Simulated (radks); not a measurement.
Results of a calculation; reference values are marked as such.
Task: Radial electron density D(r) = 4 pi r^2 rho(r) of an atom or ion with 63 electrons. Code: a radial shooting solver on a logarithmic mesh with Libxc functionals. Model: scalar-relativistic Kohn-Sham, B86b exchange with PBE correlation, spin-polarised, spherical densities, finite nucleus; Fermi nuclear charge, rms radius of each element as measured or else 0.836 A^(1/3) + 0.57 fm.

```
   r/bohr * D(r) (the largest magnitude, 116, reaches the edge; | marks zero)
  0.00108 | *
 0.001208 |  *
 0.001351 |  *
 0.001511 |   *
 0.001677 |    *
 0.001876 |     *
 0.002098 |      *
 0.002347 |       *
 0.002625 |        *
 0.002936 |          *
 0.003284 |            *
 0.003673 |              *
 0.004108 |                *
 0.004595 |                  *
  0.00514 |                     *
 0.005749 |                       *
  0.00643 |                          *
 0.007135 |                             *
 0.007981 |                                *
 0.008927 |                                  *
 0.009984 |                                    *
  0.01117 |                                      *
  0.01249 |                                        *
  0.01397 |                                        *
  0.01563 |                                        *
  0.01748 |                                        *
  0.01955 |                                       *
  0.02187 |                                     *
  0.02446 |                                    *
  0.02736 |                                    *
  0.03036 |                                    *
  0.03395 |                                     *
  0.03798 |                                       *
  0.04248 |                                           *
  0.04751 |                                               *
  0.05315 |                                                  *
  0.05944 |                                                     *
  0.06649 |                                                      *
  0.07437 |                                                     *
  0.08318 |                                                  *
  0.09304 |                                              *
   0.1041 |                                          *
   0.1164 |                                        *
   0.1302 |                                         *
   0.1445 |                                           *
   0.1616 |                                              *
   0.1807 |                                                *
   0.2022 |                                               *
   0.2261 |                                          *
   0.2529 |                                   *
   0.2829 |                            *
   0.3164 |                      *
   0.3539 |                    *
   0.3958 |                     *
   0.4428 |                       *
   0.4952 |                        *
   0.5539 |                       *
   0.6146 |                     *
   0.6875 |                 *
    0.769 |             *
   0.8601 |         *
    0.962 |       *
    1.076 |      *
    1.204 |     *
    1.346 |    *
    1.506 |   *
    1.684 |  *
    1.884 | *
    2.107 |*
    2.357 |*
    2.615 *
    2.925 *
    3.272 *
    3.659 *
    4.093 *
    4.578 *
    5.121 *
```

What is the nuclear charge?

Result: Z = 65. The innermost maximum, from 1s, lies near gamma/Z bohr with gamma = sqrt(1 - (Z/c)^2) = 0.880, here 0.0135 bohr (found: 0.0148), and its height grows with Z. The density is that of the terbium ion Tb2+ in [Xe] 4f9; the configuration itself is not fixed sharply by these data, and Z only to a few units. D(r) has 4 maxima, at r = 0.0148, 0.0665, 0.185, 0.507 bohr, and minima at 0.0285, 0.121, 0.363 bohr, inside which lie 1.94, 11.12, 29.41 electrons.
